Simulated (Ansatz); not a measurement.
Input (CCSDT(Q)/def2-SVP; Ansatz, an electronic-structure program):

Ansatz 0.2 input:
```yaml
crystal:
  periodic: [false, false, false]
  atoms:
    - {symbol: Sb, position_ang: [0.14925089, -0.58985287, 0.71379254]}
    - {symbol: Br, position_ang: [1.76580542, 0.89714789, -0.52576696]}
    - {symbol: Br, position_ang: [-1.98328528, -0.03764800, -0.51433074]}
basis:
  gaussian:
    orbitals: def2-SVP
magnetization: {spin_polarized: true, initial_magnetization: 1}
correlation: {method: ccsdt_q, electrons: outside_noble_gas}
```

Output:

```
Functional definition: HF
integrals: 0.24 GiB planned
1592 factors; integrals over basis functions are off by at most 1.2e-7 eV
mean field: 1.12 GiB planned
mean field evaluation 1: about -146492.3991 eV, gradient 1.1e1 eV
mean field evaluation 2: about -146492.4531 eV, gradient 1.1e1 eV
mean field evaluation 4: about -146493.5388 eV, gradient 1.3e0 eV
mean field evaluation 8: about -146493.5746 eV, gradient 8.3e-2 eV
mean field evaluation 16: about -146492.3982 eV, gradient 1.1e1 eV
mean field evaluation 32: about -146490.5184 eV, gradient 1.6e-1 eV
mean field evaluation 64: about -146490.4624 eV, gradient 5.2e-1 eV
mean field evaluation 96: about -146489.8794 eV, gradient 1.2e-1 eV
mean field -146493.57487644 eV, -5383.5395797977 hartree, gradient 1.8e-6 eV, S^2 0.763630; 2 other end points of the search recorded, 0 dependent functions left out
determinant -146493.57487644 eV, -5383.5395797977 hartree, with singles and doubles -146502.74981878 eV, -5383.8767527097 hartree
determinant -146490.52002823 eV, -5383.4273161967 hartree, with singles and doubles -146499.93167973 eV, -5383.7731880099 hartree
determinant -146490.46967411 eV, -5383.4254657168 hartree, with singles and doubles -146499.93098393 eV, -5383.7731624396 hartree
37 core orbitals not correlated
reference -146493.57487644 eV, -5383.5395797977 hartree; 10, 9 occupied and 43, 44 virtual orbitals, 1592 factors
second order -8.36337746 eV of doubles, -0.00000000 eV of singles
coupled cluster: 3.39 GiB planned
cycle   1  -8.92052254 eV  change   -5.6e-1 eV  update   9.1e-2
cycle   2  -9.26480360 eV  change   -3.4e-1 eV  update   4.3e-2
cycle   3  -9.49434182 eV  change   -2.3e-1 eV  update   2.6e-2
cycle   4  -9.46680056 eV  change    2.8e-2 eV  update   8.7e-3
cycle   5  -9.46216221 eV  change    4.6e-3 eV  update   5.3e-3
cycle   6  -9.46649138 eV  change   -4.3e-3 eV  update   2.3e-3
cycle   7  -9.46765514 eV  change   -1.2e-3 eV  update   1.1e-3
cycle   8  -9.46714794 eV  change    5.1e-4 eV  update   4.2e-4
cycle   9  -9.46699482 eV  change    1.5e-4 eV  update   2.0e-4
cycle  10  -9.46707176 eV  change   -7.7e-5 eV  update   7.9e-5
cycle  11  -9.46702754 eV  change    4.4e-5 eV  update   4.3e-5
cycle  12  -9.46707764 eV  change   -5.0e-5 eV  update   2.5e-5
cycle  13  -9.46707373 eV  change    3.9e-6 eV  update   1.2e-5
cycle  14  -9.46707994 eV  change   -6.2e-6 eV  update   6.4e-6
cycle  15  -9.46708286 eV  change   -2.9e-6 eV  update   2.8e-6
cycle  16  -9.46708424 eV  change   -1.4e-6 eV  update   1.6e-6
cycle  17  -9.46708514 eV  change   -8.9e-7 eV  update   8.5e-7
perturbative correction -0.02438584 eV, -0.0008961630 hartree
Total energy: -146503.06634741 eV, -5383.8883849224 hartree
```
